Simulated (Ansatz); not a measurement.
Born–Oppenheimer molecular dynamics of CH$_{7}$ClGe (10 atoms, charge 0, multiplicity 1). It starts at the highest image of a converged band. Of that band: A structure lower than the first end lies on the path between it and the top, so the climb from that side starts below the end, which may itself be a saddle point or a shallow side well. Neighbouring images differ by up to 2.5 eV, so the band resolves the path poorly. A vibrational analysis at the climbing image gives one clearly imaginary mode, 809i cm⁻¹: a first-order saddle point.

The calculation used RHF/def2-TZVP in Ansatz 0.2.0.

```
ensemble                      : NVE (velocity Verlet)
time step                     : 0.5 fs
steps asked                   : 200
starting velocities drawn for : 100 K
seed                          : 8931
```

First frame:

```xyz
10
Properties=species:S:1:pos:R:3
Ge 0.002 -0.048 0.028
C 0.001 -0.114 2.230
H -1.075 -0.047 2.306
H 0.349 -0.731 3.054
H 0.485 0.847 2.324
H 1.414 0.132 -0.480
H -0.747 1.293 0.065
H -0.879 -1.148 -0.520
Cl 1.371 -2.544 1.005
H 0.535 -1.053 1.593
```

Problem. How far do the bonds stretch over the last three quarters of this one trajectory? (Pairs bonded in most of those frames.)

Solution. 
```csv
bond,mean (Å),spread (Å),shortest,longest
Ge1–H6,1.513,0.020,1.48,1.55
Ge1–H7,1.527,0.012,1.49,1.54
Ge1–H8,1.513,0.018,1.48,1.55
C2–H3,1.081,0.014,1.06,1.10
C2–H4,1.085,0.023,1.05,1.12
C2–H5,1.081,0.014,1.06,1.10
C2–H10,1.127,0.044,1.05,1.24
```

Pairs bonded in part of these frames only: Ge1–C2 47 %, Ge1–Cl9 15 %, Ge1–H10 19 %.

Mean temperature of the second half: 675 K. The conserved energy stayed within 0.11 meV per atom of its start (net change 0.032 meV per atom), so the integration is sound. The kinetic energy rose, since the run started high on the potential surface and went downhill. It ends in pieces (CH4 + ClGeH3), so much of that is their flight and rotation, not heat. A run of 0.1 ps of so small a system gives no equilibrium averages. The orbitals stay closed-shell, which can raise the energy where a bond breaks towards radicals; this wasn't checked here.

The run took 4.7 min on 4 threads of Arm Neoverse V1, on a shared host, peak memory 0.42 GiB.
